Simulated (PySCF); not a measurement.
YOCl, SMILES [O]=[Y][Cl]. Atoms are numbered in the order given.

```xyz
3

Y      0.3167    -0.5012     0.0000
O     -1.0421    -1.6765     0.0000
Cl    -0.2362     1.9388     0.0000
```
Charge 0, spin multiplicity 1.

Coordinates come from a PBE0-D3(BJ)/def2-TZVP optimisation. The def2 effective core potentials stand for the cores of Y; spin–orbit coupling is left out.

The numbers are results of TDDFT-PBE/def2-TZVPD run with PySCF, not measurements.

Vertical excitations.  State labels are in the subgroup Cs.

Task: Give excitation energies, oscillator strengths and character. (The exact figures need the calculation; the answer reports its results.)

Result: 
```csv
state,symmetry,energy (eV),λ (nm),f,main pairs
S1,A',2.62,473,0.000,HOMO→LUMO 100 %
S2,A',3.05,407,0.010,HOMO−1→LUMO 100 %
S3,A",3.18,390,0.005,HOMO−2→LUMO 100 %
S4,A",3.82,325,0.000,HOMO→LUMO+1 99 %
S5,A',3.83,323,0.001,HOMO→LUMO+2 91 %
S6,A',3.83,323,0.006,HOMO−3→LUMO 91 %
S7,A",3.86,322,0.006,HOMO−4→LUMO 99 %
S8,A",4.21,295,0.000,HOMO−1→LUMO+1 89 %
S9,A',4.23,293,0.001,"HOMO−1→LUMO+2 80 %, HOMO−2→LUMO+1 20 %"
S10,A",4.42,280,0.005,HOMO−2→LUMO+2 88 %
T1,A',2.53,491,0,HOMO→LUMO 100 %
T2,A',2.91,426,0,HOMO−1→LUMO 99 %
T3,A",3.06,405,0,HOMO−2→LUMO 99 %
T4,A",3.70,335,0,HOMO→LUMO+1 97 %
```
Triplets are in the Tamm–Dancoff approximation, which puts them higher than full response would, so one can lie above its singlet here.
